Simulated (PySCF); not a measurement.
Mayer bond orders and bond lengths

Compound: 1-phenyl-1-propyne, C₉H₈.
Numbering: `[CH3:1][C:2]#[C:3][c:4]1[cH:5][cH:6][cH:7][cH:8][cH:9]1` (hydrogens: H10, H11, H12 on C1; H13 on C5; H14 on C6; H15 on C7; H16 on C8; H17 on C9)

Structure used (GFN2-xTB), in Å, numbered top down from 1:
```xyz
17
C9H8 angstrom
C      3.7467   -0.7986   -0.1052
C      2.3404   -0.4979    0.0349
C      1.1696   -0.2487    0.1521
C     -0.2085    0.0451    0.2924
C     -0.6649    1.3567    0.1594
C     -2.0104    1.6384    0.2977
C     -2.9131    0.6220    0.5675
C     -2.4644   -0.6824    0.7009
C     -1.1209   -0.9741    0.5654
H      4.2027   -0.9115    0.8786
H      4.2518    0.0074   -0.6373
H      3.8770   -1.7271   -0.6612
H      0.0429    2.1453   -0.0524
H     -2.3590    2.6561    0.1940
H     -3.9645    0.8466    0.6731
H     -3.1669   -1.4761    0.9110
H     -0.7656   -1.9892    0.6686
```

Bond orders from the PBE0/pcSseg-1 density (PySCF). Isolated species at its GFN2-xTB geometry, gas phase.

**Question.** How far do the computed orders between heavy atoms stray from the drawn ones?

**Answer.** The largest departure is 0.713, at C2–C3 (drawn triple, 2.287), counting aromatic bonds as 1.5. Drawn single, order above 1.12: C1–C2 (1.241). Drawn double or triple, more than 0.30 short of the drawn order: C2–C3 (2.287). The bonds drawn aromatic range from 1.41 to 1.45.

**Question.** Set the Mayer orders of the bonds between heavy atoms beside their lengths.

**Answer.** 
```json
{"bond": "C1–C2", "drawn as": "single", "length (Å)": "1.445", "Mayer order": "1.241"}
{"bond": "C2–C3", "drawn as": "triple", "length (Å)": "1.203", "Mayer order": "2.287"}
{"bond": "C3–C4", "drawn as": "single", "length (Å)": "1.416", "Mayer order": "1.031"}
{"bond": "C4–C5", "drawn as": "aromatic", "length (Å)": "1.395", "Mayer order": "1.409"}
{"bond": "C5–C6", "drawn as": "aromatic", "length (Å)": "1.382", "Mayer order": "1.449"}
{"bond": "C6–C7", "drawn as": "aromatic", "length (Å)": "1.386", "Mayer order": "1.427"}
{"bond": "C7–C8", "drawn as": "aromatic", "length (Å)": "1.386", "Mayer order": "1.426"}
{"bond": "C8–C9", "drawn as": "aromatic", "length (Å)": "1.381", "Mayer order": "1.449"}
{"bond": "C9–C4", "drawn as": "aromatic", "length (Å)": "1.395", "Mayer order": "1.410"}
```

By pair of heavy elements: C–C: lowest C3–C4 (1.031, 1.416 Å), highest C2–C3 (2.287, 1.203 Å); in 1 of the 36 pairs the longer bond (by over 0.003 Å) has the higher order (by 0.02 or more).

**Question.** And the bonds to hydrogen?

**Answer.** C–H: 0.93 to 0.98 (8 bonds).

**Question.** Sum the orders of all bonds at each heavy atom with more than one neighbour and set the sums beside the valence in the SMILES.

**Answer.** C1 4.024 (drawn 4), C2 3.528 (drawn 4), C3 3.318 (drawn 4), C4 3.850 (drawn 4), C5 3.834 (drawn 4), C6 3.840 (drawn 4), C7 3.822 (drawn 4), C8 3.839 (drawn 4), C9 3.834 (drawn 4). Orders between atoms that aren't bonded are not in these sums.

Mayer orders depend on the basis set.
